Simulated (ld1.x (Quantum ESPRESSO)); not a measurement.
Gd, TM: configuration errors across variants

* Element: gadolinium
* Generator: ld1.x (Quantum ESPRESSO) 7.5
* Type: norm-conserving Troullier–Martins (Kleinman–Bylander form)
* Functional: PBE
* Relativity: scalar-relativistic
* Frozen core: [Kr] 4d10 4f7
* Valence charge: 11
* Reference configuration: 5s2 5p6 5d0 6s0 6p0 (charge +3)
* Partial waves: 5s (bound): rc 1.40 bohr; 5p (bound): rc 2.15 bohr; 5d (bound, empty): rc 1.80 bohr
* Local potential: all-electron potential smoothed inside 2.05 bohr (lloc = -1)
* Core correction: a·sin(br)/r model core inside 0.70 bohr

All-electron excitation energies from the reference (eV): (1) 5s2 5p6 5d1 6s2 6p0 -38.580; (2) 5s2 5p6 5d1 6s1 6p0 -31.935; (3) 5s2 5p6 5d1 6s0 6p0 -19.835; (4) 5s2 5p6 5d1 6s0 6p1 -28.360; (5) 5s2 5p6 5d2 6s0 6p0 -30.824; (6) 5s2 5p6 5d2 6s1 6p0 -36.810; (7) 5s2 5p6 5d0 6s2 6p0 -32.534.

Tests that are not counted but printed errors over 1 eV. “local potential the d channel”: 5s2 5p6 5d2 6s1 6p0 (solver errors, printed error -994 eV); 5s2 5p6 5d1 6s2 6p0 (solver errors, printed error -20.8 eV); 2 more. “type RRKJ; local potential the d channel; rho0 0.005”: 5s2 5p6 5d2 6s1 6p0 (solver errors, printed error -974 eV); 5s2 5p6 5d1 6s2 6p0 (solver errors, printed error -781 eV); 2 more.

3 further variants failed, have other tests or another functional or relativity, and are left out.

A true bound ghost makes a file unfit for plane-wave use even where its test errors are small: the radial tests pick states by their node count and pass the ghost by. Where a test does run into it, the solver fails or the error is huge.

Errors AE − PS in meV (a dash: test not solved or not reliable):

| change | (1) | (2) | (3) | (4) | (5) | (6) | (7) | bound ghosts |
| --- | --- | --- | --- | --- | --- | --- | --- | --- |
| base | -281 | -201 | -44 | -44 | -128 | -217 | -329 | none |
| all radii but the core radius scaled by about 1.13 (s 1.58, p 2.44, d 2.04 bohr); local potential all-electron potential smoothed inside 2.32 bohr (lloc = -1) | -749 | -533 | -106 | -299 | -487 | -712 | -883 | s, d |
| local potential the d channel | – | – | -39 | +112 | -118 | – | – | s |
| local potential all-electron potential smoothed inside 1.98 bohr (lloc = -1) | -239 | -173 | -43 | -36 | -127 | -198 | -264 | none |
| wave 5d (bound): rc 1.80 bohr becomes 5d (bound): rc 2.50 bohr | -282 | -201 | -44 | -45 | -129 | -217 | -329 | none |
| wave 5s (bound): rc 1.40 bohr becomes 5s (bound): rc 1.62 bohr | -258 | -185 | -44 | -44 | -128 | -206 | -292 | none |
| wave 5p (bound): rc 2.15 bohr becomes 5p (bound): rc 1.58 bohr | -284 | -203 | -45 | -70 | -130 | -219 | -330 | none |
| type RRKJ; local potential the d channel; rho0 0.005 | – | – | -40 | +111 | -119 | – | – | s |

Question: Give the same row for: core correction a·sin(br)/r model core inside 1.58 bohr.

Answer: -282, -202, -45, -45, -130, -218, -328; bound ghosts: none.
